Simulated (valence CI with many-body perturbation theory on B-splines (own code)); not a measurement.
**Level structure of Lu LXV**

Level of theory: configuration interaction combined with many-body perturbation theory (CI+MBPT): five valence electrons over a frozen Dirac-Fock core [He], a basis of 11 s, 11 p, 10 d, 8 f, 5 g, 2 h functions for each j, with the one-electron correlation potential Σ1 (screened to all orders), the two-electron term Σ2, the three-electron term Σ3, Breit, model QED; selected single and double excitations, second order for the rest, scaled by the run's own slope (own B-spline code, finite nucleus).

The last digits are not significant, and no measured levels were compared; by estimate large intervals hold to a few tenths of a per cent, small ones and those within an open d or f shell to about a per cent. Among the levels kept, up to 7400 cm⁻¹ of a level comes from second order outside the variational space, and about a tenth of that is noise between levels of different J, which matters for small intervals.

Levels 136 to 180 of 202, with energies above the lowest level, (2s^2 2p1/2^2 2p3/2) J=3/2. "Leading %" is the weight of the configuration and term that name the level; weights of strongly mixed levels are sums over their largest components and can fall short. In the jj column 3d3/2^4 stands for four electrons in 3d with j = 3/2. Lifetimes count E1, E2, E3, M1 and M2 decay at the calculated energies, and are blank where another channel may lead or the interval is too uncertain; long ones can be off by a factor of two.

```tsv
No.	Configuration	Term	J	E (eV)	Leading %	Second component	Lifetime	g	Leading jj
136	2s2p³3d	⁶D°	3/2	11215	24	14 % 2p⁴3p ⁴P°	1.23 fs	1.440	2s 2p1/2 2p3/2^2 3d3/2 (55 %)
137	2s2p³3d	⁶D°	5/2	11218	18	16 % 2p⁴3p ²D°	1.06 fs	1.230	2p1/2^2 2p3/2^2 3p1/2 (55 %)
138	2s2p³3d	⁶D°	1/2	11220	48	18 % 2s2p³3d ⁴D°	3.71 fs	2.235	2s 2p1/2 2p3/2^2 3d3/2 (99 %)
139	2s2p³3d	⁶D°	3/2	11223	18	16 % 2s2p³3d ⁴D°	2.64 fs	1.370	2s 2p1/2 2p3/2^2 3d3/2 (51 %)
140	2s2p³3d	⁴F°	5/2	11227	23	18 % 2s2p³3d ⁶D°	4.04 fs	1.207	2s 2p1/2 2p3/2^2 3d3/2 (59 %)
141	2s2p³3p	⁴P	3/2	11232	31	25 % 2s2p³3p ⁴D	6.29 fs	1.384	2s 2p1/2 2p3/2^2 3p3/2 (100 %)
142	2s2p³3d	⁴G°	7/2	11232	36	23 % 2s2p³3d ⁴D°	2.00 fs	1.204	2s 2p1/2 2p3/2^2 3d3/2 (98 %)
143	2s2p³3p	²P	1/2	11247	73	16 % 2s2p³3p ⁴D	47.6 fs	0.722	2s 2p1/2 2p3/2^2 3p3/2 (99 %)
144	2s2p³3p	⁴P	5/2	11249	51	17 % 2s2p³3p ⁴F	3.32 fs	1.327	2s 2p1/2 2p3/2^2 3p3/2 (97 %)
145	2s2p³3p	⁴P	3/2	11254	36	21 % 2s2p³3p ²P	6.51 fs	1.345	2s 2p1/2 2p3/2^2 3p3/2 (99 %)
146	2s2p³3p	²F	7/2	11254	79	14 % 2s2p³3p ⁴F	3.59 fs	1.162	2s 2p1/2 2p3/2^2 3p3/2 (99 %)
147	2s2p³3p	²D	5/2	11261	48	19 % 2s2p³3p ⁴D	18.9 fs	1.249	2s 2p1/2 2p3/2^2 3p3/2 (99 %)
148	2s2p³3d	⁴G°	9/2	11265	46	41 % 2s2p³3d ²G°	157 fs	1.140	2s 2p1/2 2p3/2^2 3d3/2 (98 %)
149	2s2p³3p	²D	3/2	11269	35	22 % 2s2p³3p ²P	4.25 fs	1.280	2s 2p1/2 2p3/2^2 3p3/2 (99 %)
150	2s2p³3p	²D	5/2	11272	50	20 % 2s2p³3p ⁴D	23.5 fs	1.239	2s 2p1/2 2p3/2^2 3p3/2 (99 %)
151	2s2p³3d	⁴F°	7/2	11275	40	32 % 2s2p³3d ⁴D°	900 as	1.246	2s 2p1/2 2p3/2^2 3d3/2 (97 %)
152	2s2p³3p	²P	1/2	11276	41	18 % 2s2p³3p ²S	2.54 fs	1.385	2s 2p1/2 2p3/2^2 3p3/2 (91 %)
153	2s2p³3d	⁴D°	5/2	11281	36	33 % 2s2p³3d ⁴P°	882 as	1.353	2s 2p1/2 2p3/2^2 3d3/2 (93 %)
154	2p⁴3p	²P°	1/2	11283	69	18 % 2p⁴3p ⁴D°	1.07 fs	0.640	2p1/2^2 2p3/2^2 3p1/2 (94 %)
155	2s2p³3d	⁴P°	3/2	11289	39	29 % 2s2p³3d ⁴S°	794 as	1.607	2s 2p1/2 2p3/2^2 3d3/2 (93 %)
156	2s2p³3p	²P	1/2	11295	59	28 % 2s2p³3p ⁴P	6.08 fs	1.357	2s 2p1/2 2p3/2^2 3p3/2 (98 %)
157	2s2p³3p	²D	3/2	11297	48	30 % 2s2p³3p ²P	6.53 fs	1.036	2s 2p1/2 2p3/2^2 3p3/2 (99 %)
158	2s2p³3d	⁶D°	9/2	11298	50	21 % 2s2p³3d ⁴G°	424 fs	1.353	2s 2p1/2 2p3/2^2 3d5/2 (99 %)
159	2s2p³3d	⁴D°	7/2	11304	44	26 % 2s2p³3d ⁶D°	22.1 fs	1.347	2s 2p1/2 2p3/2^2 3d5/2 (98 %)
160	2s²2p²4s	⁴P	1/2	11307	46	31 % 2s²2p²4s ²S	8.07 fs	1.994	2s^2 2p1/2^2 4s (100 %)
161	2s2p³3d	⁴F°	3/2	11321	56	10 % 2s2p³3d ²D°	3.85 fs	0.715	2s 2p1/2 2p3/2^2 3d3/2 (85 %)
162	2s2p³3d	⁴D°	1/2	11322	73	12 % 2s2p³3d ⁴P°	2.49 fs	0.561	2s 2p1/2 2p3/2^2 3d5/2 (74 %)
163	2s2p³3d	⁴D°	5/2	11338	44	16 % 2s2p³3d ⁴G°	875 as	1.224	2s 2p1/2 2p3/2^2 3d5/2 (78 %)
164	2s2p³3d	⁴G°	11/2	11343	100		586 fs	1.247	2s 2p1/2 2p3/2^2 3d5/2 (100 %)
165	2s2p³3d	⁴F°	3/2	11345	38	33 % 2s2p³3d ⁴D°	1.25 fs	0.918	2s 2p1/2 2p3/2^2 3d3/2 (70 %)
166	2s2p³3d	⁴F°	9/2	11346	67	31 % 2s2p³3d ²G°	213 fs	1.236	2s 2p1/2 2p3/2^2 3d5/2 (99 %)
167	2s2p³3d	²F°	5/2	11347	38	19 % 2s2p³3d ⁴D°	5.86 fs	0.973	2s 2p1/2 2p3/2^2 3d3/2 (87 %)
168	2s²2p²4p	²P°	1/2	11347	46	38 % 2s²2p²4p ⁴D°	12.2 fs	0.655	2s^2 2p1/2^2 4p1/2 (100 %)
169	2s2p³3d	⁴D°	3/2	11349	39	20 % 2s2p³3d ²D°	1.25 fs	1.079	2s 2p1/2 2p3/2^2 3d5/2 (54 %)
170	2s2p³3d	²G°	7/2	11350	70	12 % 2s2p³3d ⁴G°	19.4 fs	0.958	2s 2p1/2 2p3/2^2 3d3/2 (91 %)
171	2s2p³3d	⁴D°	1/2	11353	51	26 % 2s2p³3d ²S°	1.86 fs	0.706	2s 2p1/2 2p3/2^2 3d3/2 (68 %)
172	2s2p³3d	²P°	1/2	11358	33	31 % 2s2p³3d ⁴P°	916 as	1.453	2s 2p1/2 2p3/2^2 3d5/2 (53 %)
173	2s2p³3d	²F°	5/2	11360	30	24 % 2s2p³3d ⁴F°	5.61 fs	1.057	2s 2p1/2 2p3/2^2 3d3/2 (86 %)
174	2s2p³3d	²D°	3/2	11369	29	13 % 2s2p³3d ⁴D°	736 as	1.238	2s 2p1/2 2p3/2^2 3d3/2 (69 %)
175	2s2p³3d	²F°	5/2	11374	43	22 % 2s2p³3d ²D°	662 as	1.034	2s 2p1/2 2p3/2^2 3d3/2 (94 %)
176	2s2p³3d	²D°	3/2	11379	46	28 % 2s2p³3d ²P°	719 as	1.032	2s 2p1/2 2p3/2^2 3d3/2 (95 %)
177	2s2p³3d	²F°	7/2	11379	59	23 % 2s2p³3d ⁴D°	1.02 fs	1.159	2s 2p1/2 2p3/2^2 3d5/2 (90 %)
178	2s2p³3d	²P°	1/2	11385	42	36 % 2s2p³3d ⁴D°	783 as	0.618	2s 2p1/2 2p3/2^2 3d3/2 (83 %)
179	2s2p³3d	²P°	3/2	11387	52	10 % 2s2p³3d ⁴S°	634 as	1.281	2s 2p1/2 2p3/2^2 3d5/2 (69 %)
180	2s2p³3d	²D°	5/2	11391	55	15 % 2s2p³3d ⁴P°	635 as	1.176	2s 2p1/2 2p3/2^2 3d5/2 (90 %)
```
